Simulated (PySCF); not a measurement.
# Ionisation energy of Co¹⁵⁺ by level of theory

Co¹⁵⁺ [Ne] 3s2 (1S) → Co¹⁶⁺ [Ne] 3s1 (2S), as a difference of total energies. Computed with PySCF 2.14 in an uncontracted even-tempered set (18 s from 1.2 bohr⁻², ratio 2.5; 11 p from 1.6 bohr⁻², ratio 2.5; 5 d from 6.4 bohr⁻², ratio 2.7; 4 f from 9.6 bohr⁻², ratio 2.7), with the spin-free X2C one-electron Hamiltonian (Gaussian nucleus). Correlated levels: outer shells: 1s2 frozen; virtual orbitals above 40 to 60 times the deepest correlated orbital energy dropped. The calculations carry no spin-orbit coupling.

```tsv
method	ionisation energy (eV)	difference from reference (eV)
UHF	508.30	-3.66
MP2 (outer shells)	510.65	-1.31
SCS-MP2 (outer shells)	510.90	-1.06
CCSD (outer shells)	511.19	-0.77
CCSD(T) (outer shells)	511.23	-0.73
```

Reference: 511.96 ± 0.06 eV (semi-empirical (NIST evaluation); NIST Atomic Spectra Database, ionization energies).
